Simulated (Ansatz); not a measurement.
Cartesian coordinates in Å:
```
B -0.708 1.039 -1.490
N 0.197 -0.013 -1.307
Si 0.658 -0.780 0.181
C -0.308 -0.132 1.616
Cl 2.670 -0.444 0.500
H -1.269 1.504 -0.540
H -0.913 1.455 -2.594
H 0.650 -0.367 -2.139
H 0.534 -2.248 0.021
H -0.151 0.940 1.744
H 0.017 -0.640 2.527
H -1.376 -0.313 1.479
```

Charge 0, multiplicity 1.

Q: List the PBE/def2-TZVPP orbital energies in eV (the Gaussian-basis code of Ansatz). (Best estimate.)

A: Ansatz gave: Occupied: -2738.78, -1780.70, -380.76, -268.89, -249.37, -190.05, -189.90, -189.90, -176.85, -138.32, -95.12, -95.04, -95.00, -21.77, -20.35, -17.64, -13.38, -13.06, -11.04, -10.51, -10.18, -9.44, -9.30, -8.76, -8.01, -7.68, -7.46, -7.35. Lowest empty: -1.37, -0.02, 0.14, 0.41, 1.11, 1.42, 1.77, 1.79.
